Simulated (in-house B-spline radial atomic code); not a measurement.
# RPA and G0W0 on PBE: Ar6+

Configuration [Ne] 3s2, mean-field start PBE. Computed with an all-electron radial atomic-structure program (B-spline basis): all electrons, non-relativistic, point nucleus, each spin shell either full or empty, empty states to l = 9 with an (l + 1/2)⁻⁴ tail; G0W0 by contour deformation at full frequency.

Command:
```bash
python run_gw.py task.json out
```
Settings (radii: box in bohr, nucleus in fm):
```
Z                        18
electrons                12
configuration            [Ne] 3s2
hamiltonian              nr
method                   pbe,pbe
lmax                     9
spin_polarised           False
box_radius               9.29
intervals                47
ion_configuration        [Ne] 3s1
```

Time taken, with all properties: 2.5 s on 1 thread of Arm Neoverse N1, with other jobs on the host.

Energies (hartree):

| term | value |
| --- | --- |
| mean-field total | -515.98832 |
| Hartree-Fock functional on these orbitals | -515.67376 |
| direct second order | -0.88646 |
| second-order exchange | 0.32686 |
| SOSEX correction | 0.28904 |

(1) What is the RPA correlation energy, and what remains with SOSEX?

Quasi-particle levels (eV):

```json
{"level": "3s", "occupied": "yes", "mean field": "-115.64", "Σx - vxc": "-6.40", "Σc": "?", "QP weight": "?", "G0W0": "?"}
{"level": "2p", "occupied": "yes", "mean field": "-343.21", "Σx - vxc": "-29.85", "Σc": "4.64", "QP weight": "0.937", "G0W0": "-368.41"}
{"level": "3p", "occupied": "no", "mean field": "-99.11", "Σx - vxc": "9.55", "Σc": "-2.20", "QP weight": "0.945", "G0W0": "-91.75"}
```

G0W0 = mean field + (Σx - vxc) + Σc, with Σc (partial-wave tail included) taken at the quasi-particle energy. Levels of low weight are left out.

(2) Where does G0W0 put 3s?

(3) What does it cost to remove one electron (to [Ne] 3s1) by differences of total energies, each species on its own start (correlation terms add to the Hartree-Fock functional)?

Results:

(1) RPA gives -0.77768 hartree (-1.76 eV per electron); RPA + SOSEX gives -0.48863, and the second-order doubles -0.55959 hartree (no singles). SOSEX takes back 37 % of the RPA value.

(2) At -124.58 eV, with Σc = -2.54 eV and a quasi-particle weight of 0.958. The tabulated removal energy is 124.41 ± 0.06 eV (NIST, semi-empirical); the calculation leaves out relativity, Breit and QED terms, and what these don't explain is the method's own error.

(3) PBE 123.88 eV, Hartree-Fock functional 121.84 eV, + RPA 124.59 eV, + RPA + SOSEX 123.86 eV, + second order 124.72 eV. Tabulated: 124.41 ± 0.06 eV (NIST, semi-empirical); the calculation leaves out relativity, Breit and QED terms, and what these don't explain is the method's own error.
